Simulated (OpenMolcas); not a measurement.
**V4+, Nb4+, Ta4+: d down the group**

```yaml
Program: OpenMolcas
Method: CASSCF
Basis: ANO-R2
Scalar_Hamiltonian: X2C, finite nucleus
Spin-orbit_coupling: state interaction with AMFI integrals over the reference wave functions, term energies averaged over their components
```

Active space for each ion: 1 electron in 10 orbitals (d d).

Computed levels in cm-1 above 2D 3/2:

```
                               Level  V4+  Nb4+  Ta4+
                              2D 5/2  588  1810  7225
weight of 2D in the lowest level (%)  100   100   100
```

Measured, with the error of the calculation in %. Measured levels: V4+ from Sugar and Corliss, J. Phys. Chem. Ref. Data 7, 1191 (1978); Nb4+ from Moore, Atomic Energy Levels, vol. II, NSRDS-NBS 35 (1971 reprint of NBS Circular 467, 1952).

| Level | V4+ | Nb4+ |
| --- | --- | --- |
| 2D 5/2 | 625 (-5.8) | 1870 (-3.2) |

The fine-structure level 2D 5/2 changes by a factor of 12.3 from V4+ to Ta4+.

With one active electron the reference holds no correlation, so core polarisation is missing. With one active electron outside closed inactive shells, the extra shells (4d) add no correlation to the reference (holds for V4+). With one active electron outside closed inactive shells, the extra shells (5d) add no correlation to the reference (holds for Nb4+). With one active electron outside closed inactive shells, the extra shells (6d) add no correlation to the reference (holds for Ta4+). Computed and measured levels are paired by configuration, term and J; levels that our copy of the source lacks, or whose pairing is in doubt (as where it misses far off the trend of its configuration), stay unpaired and out of the deviations. Levels of configurations outside the active space are missing.
